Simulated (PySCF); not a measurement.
# Two-photon absorption: SMILES O=C\C=C/C=C/C=C(/[O-])C=O, [C₈H₇O₃]-, charge -1

Geometry:
```csv
atom,x (Å),y (Å),z (Å)
O1,4.911,0.136,0.682
C2,3.688,0.088,0.595
C3,2.925,0.173,-0.614
C4,1.543,0.118,-0.705
C5,0.564,-0.027,0.295
C6,-0.796,-0.058,-0.004
C7,-1.833,-0.198,0.916
C8,-3.227,-0.233,0.641
O9,-4.124,-0.353,1.492
C10,-3.766,-0.128,-0.783
O11,-3.184,0.024,-1.829
H12,3.077,-0.034,1.530
H13,3.512,0.292,-1.531
H14,1.133,0.202,-1.721
H15,0.867,-0.119,1.344
H16,-1.076,0.037,-1.059
H17,-1.587,-0.294,1.981
H18,-4.888,-0.211,-0.742
```

Total charge -1.

Computed with TDDFT CAM-B3LYP/aug-cc-pVDZ excited states, vertical, gas phase (PySCF 2.14.0). Geometry: PBE0-D3(BJ)/def2-SVP.

For a gas-phase anion, states above the detachment energy (about 2.7 eV, taken as minus the energy of the highest occupied orbital) lie in the continuum and depend on the basis.

Task: Give the one- and two-photon strengths of the lowest singlets.

Result: δ for parallel linear polarisation; σ at the peak of a Lorentzian of half width 0.1 eV, single beam; Ω is circular over linear.
```
state  E (eV)      f  photon λ (nm)  δ (au)  σ (GM)     Ω                                  main
   S1    2.83  0.683            877    2660    7.80  0.79                        HOMO→LUMO 0.95
   S2    3.04  0.000            816    0.94    0.00  1.39  HOMO−1→LUMO 0.82, HOMO−1→LUMO+4 0.12
   S3    3.72  0.003            667    65.9    0.33  1.17    HOMO→LUMO+3 0.41, HOMO→LUMO+1 0.39
   S4    3.76  0.372            659   12500   64.58  0.66                      HOMO→LUMO+4 0.95
   S5    3.79  0.002            655     139    0.73  1.19    HOMO→LUMO+2 0.45, HOMO→LUMO+3 0.37
   S6    3.97  0.000            625    0.38    0.00  1.29  HOMO−2→LUMO 0.47, HOMO−2→LUMO+4 0.39
```

Among these, the strongest one-photon state is S1, the strongest two-photon state S4.
